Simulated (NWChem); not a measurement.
Species: C$_{6}$H$_{4}$; SMILES C(#C)/C=C/C#C

All runs: NWChem. Geometry: optimised at PBE-D3(BJ)/def2-SVP.

Task: What does the run give for TPSS/cc-pVTZ? Quantities: highest occupied level (eV); orbital gap (eV).

Result: 
```
Item                         Result
---------------------------  ------
highest occupied level (eV)   -5.80
orbital gap (eV)               3.24
```
